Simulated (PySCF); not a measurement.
C₄H₅BO₂, SMILES C#CB(O)OC=C.

Geometry optimised at TPSSh-D3(BJ)/def2-SVP. The structure was generated by enumeration, and PubChem lists no compound with its InChIKey, so it may never have been made. Other conformers were not sampled.

Two levels are set side by side: PBE/def2-TZVP (PySCF) and HF/def2-TZVP (PySCF). Same geometry, gas phase. Differences are taken from unrounded values.

```tsv
quantity	HF
orbital gap (eV)	12.35
highest occupied level (eV)	-9.57
lowest empty level (eV)	2.78
dipole moment (D)	1.63
mean polarisability (bohr³)	62.4
```

**Question.** What does PBE give, and how far is it from HF? (Estimate from the structure and the level; the computed values follow.)

**Answer.** 
```tsv
quantity	PBE	PBE minus HF
orbital gap (eV)	4.11	-8.24
highest occupied level (eV)	-5.97	3.60
lowest empty level (eV)	-1.86	-4.64
dipole moment (D)	1.39	-0.24
mean polarisability (bohr³)	70.9	8.5
```

PBE's occupied levels lie high since its potential decays too fast outside the molecule; exact exchange lowers them and widens the gap. PBE's more diffuse valence density responds more strongly to a field. Differences between two approximate levels are no errors against the true value.

Rough cost on one machine, each run with all the roots and properties that it gave: HF against PBE about 1/3.
